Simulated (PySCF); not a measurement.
# Krypton: a sound run and one with changed settings

Sound run: Kr [Kr], Kr⁺ [Ar] 3d10 4s2 4p5. Computed with PySCF 2.14 in pcseg-2, with the non-relativistic Hamiltonian (point nucleus). The sound run starts from symmetry-adapted Hartree-Fock orbitals and uses a fine grid where one is needed.

Changed run: initial guess minao, at most 50 SCF cycles, level shift 10.0 hartree.

```
species  method  sound run (hartree)  changed run (hartree)  converged
     Kr     UHF          -2752.02415            -2752.02415         no
     Kr   M06-L          -2753.68145            -2753.68145         no
     Kr   B3LYP          -2753.83709            -2753.83709         no
    Kr⁺     UHF          -2751.54303            -2751.54303         no
    Kr⁺   M06-L          -2753.17485            -2753.17484         no
    Kr⁺   B3LYP          -2753.31608            -2753.31608         no
```

A level shift slows the SCF but leaves a converged energy unchanged.
